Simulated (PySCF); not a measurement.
The same groups moved round the core (styrene methoxy). Gas-phase values, no solvent. One relaxed conformer stands for each flexible species; it need not be the lowest. Strings in code marks are SMILES.

Level of theory: PySCF with PBE-D3(BJ)/def2-TZVP // B3LYP-D3(BJ)/def2-SVP. All candidates: neutral, multiplicity 1. 

```
Property          Value
-------------  --------
HOMO           -5.33 eV
HOMO–LUMO gap   3.48 eV
LUMO           -1.86 eV
```

Identify which member has these values.
A. `C=C(OC)c1ccccc1` (C–C–O–C torsion 2°, O–C–C–C torsion 19°)
B. `C=Cc1ccccc1OC` (C–C–C–C torsion 10°, C–C–O–C torsion -179°)
C. `C=Cc1cccc(OC)c1` (C–C–C–C torsion 0°, C–C–O–C torsion 0°)
D. `C=Cc1ccc(OC)cc1` (C–C–C–C torsion -1°, C–C–O–C torsion -180°)

C, `C=Cc1cccc(OC)c1` (C–C–C–C torsion 0°, C–C–O–C torsion 0°). The others give `C=Cc1ccccc1OC` (C–C–C–C torsion 10°, C–C–O–C torsion -179°): -5.19 eV, 3.31 eV, -1.88 eV; `C=C(OC)c1ccccc1` (C–C–O–C torsion 2°, O–C–C–C torsion 19°): -5.30 eV, 3.61 eV, -1.70 eV; `C=Cc1ccc(OC)cc1` (C–C–C–C torsion -1°, C–C–O–C torsion -180°): -5.09 eV, 3.41 eV, -1.68 eV
